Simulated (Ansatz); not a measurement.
Calculated with Ansatz (gas phase, PBE0-D4/def2-TZVP geometries, no zero-point term in ΔE). CCSD(T)/CBS is the MP2 limit (def2-TZVPP, def2-QZVPP) plus CCSD(T) − MP2 in def2-TZVPP, frozen cores. This one scheme is used for every species. Functionals use def2-TZVPP. One conformer a species, not always the lowest.

`O[SiH2]N[SiH2]Cl` + H₂ → `O[SiH2]N[SiH3]` + HCl  (hydrogenolysis of the Si–Cl bond)

CCSD(T)/CBS gives +93.4 kJ/mol.

Another level gave +88.1 kJ/mol. Which?
A. HF/def2-TZVPP
B. r2SCAN/def2-TZVPP
C. PBE0/def2-TZVPP
D. CCSD/def2-TZVPP

C. PBE0 88.1, r2SCAN 96.7, CCSD/def2-TZVPP 84.0, HF/def2-TZVPP 78.9 kJ/mol.

Largest T1 diagnostic among the species: 0.011.

The D4 term adds +7.5 kJ/mol with B3LYP and +4.1 kJ/mol with PBE0; it sums over pairs of atoms, weighted by their polarisabilities, and B3LYP, whose exchange is more repulsive, gets the larger term. In def2-TZVPP, CCSD(T) changes the Hartree–Fock value by +8.7 kJ/mol (the triples alone add +3.6 kJ/mol) and MP2 by +18.5 kJ/mol.

B3LYP here is the variant with VWN-RPA as its local correlation; programs differ in this.
